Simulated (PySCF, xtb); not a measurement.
N-silylprop-2-yn-1-amine (C₃H₇NSi), SMILES C#CCN[SiH3].

GFN2-xTB run with xtb at its own geometry gives an orbital gap of 5.32 eV and a dipole moment of 0.74 D.

The structure is a stationary point at PBE0-D3(BJ)/def2-SVP. Other conformers were not sampled.

**Question.** What does PBE0/def2-TZVP (PySCF) give? (The exact figures need the calculation; the answer reports its results.)

**Answer.** gap 7.37 eV (levels -7.16 and 0.20 eV), dipole 0.81 D.
